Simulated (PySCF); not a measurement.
Excitations are Tamm–Dancoff values on a coarser integration grid. The basis has no diffuse functions, so Rydberg states are missing or too high.

Cartesian coordinates (Å):
```xyz
5

O     -0.9660     0.9329    -0.4199
C     -0.5611    -0.0796     0.0665
S      1.1342    -0.5537     0.2225
H     -1.2207    -0.8603     0.4879
H      1.6136     0.5607    -0.3569
```
Charge 0, multiplicity 1.

Q: What is the computed S1 excitation (TDA), HOMO–LUMO gap, brightest of the four lowest singlets (TDA), total energy and LUMO (PBE-D3(BJ)/def2-TZVP // PBE0-D3(BJ)/def2-TZVP in PySCF)?

A: 
| Property | Result |
|---|---|
| S1 excitation (TDA) | 4.58 eV |
| HOMO–LUMO gap | 4.35 eV |
| brightest of the four lowest singlets (TDA) | 6.12 eV |
| total energy | -13945.44 eV |
| LUMO | -2.12 eV |
